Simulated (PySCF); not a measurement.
**Electronic structure of Rh⁺ (rhodium, charge +1) at the M06-2X level**

Configuration: [Kr] 4d8, high-spin 3F determinant. All numbers are calculated (PySCF 2.14, the spin-free X2C one-electron Hamiltonian (Gaussian nucleus), in x2c-TZVPall (8s6p6d1f, 63 functions)).

```json
{
 "Total energy": "-4783.70 hartree",
 "One-electron energy": "-6582.76 hartree",
 "Hartree (Coulomb) energy": "1939.30 hartree",
 "Exchange-correlation energy": "-140.24 hartree",
 "⟨S²⟩": "2.0027",
 "⟨L²⟩": "12.006",
 "Sum of ⟨r⟩": "28.65 bohr",
 "Sum of ⟨r²⟩": "36.43 bohr²",
 "Langevin diamagnetic susceptibility": "-28.8 ×10⁻⁶ cm³/mol",
 "Time after the integrals": "3.3 s of wall time on 1 thread of Neoverse-V1 (shared host)"
}
```

| shell | electrons | mean orbital energy (hartree) | spread (hartree) | rms radius, mean of both spins (bohr) |
| --- | --- | --- | --- | --- |
| 1s β | 1 | -851.80648 | 0 | 0.0374 |
| 1s α | 1 | -851.80625 | 0 | 0.0374 |
| 2s α | 1 | -125.09174 | 0 | 0.154 |
| 2s β | 1 | -125.07871 | 0 | 0.154 |
| 2p α | 3 | -112.27745 | 0 | 0.137 |
| 2p β | 3 | -112.26451 | 0 | 0.137 |
| 3s α | 1 | -23.10099 | 0 | 0.418 |
| 3s β | 1 | -23.09305 | 0 | 0.418 |
| 3p α | 3 | -18.86118 | 0 | 0.420 |
| 3p β | 3 | -18.85178 | 0 | 0.420 |
| 3d α | 5 | -11.98389 | 0.00838 | 0.403 |
| 3d β | 5 | -11.96493 | 0.01783 | 0.403 |
| 4s α | 1 | -3.65478 | 0 | 1.05 |
| 4s β | 1 | -3.59980 | 0 | 1.05 |
| 4p α | 3 | -2.42168 | 0 | 1.16 |
| 4p β | 3 | -2.34332 | 0 | 1.16 |
| 4d α | 5 | -0.64929 | 0.02271 | 1.69 |
| 4d β | 3 | -0.60168 | 0 | 1.69 |

Densities and radii are taken from the X2C orbitals without a picture-change correction, which distorts them close to the nucleus.
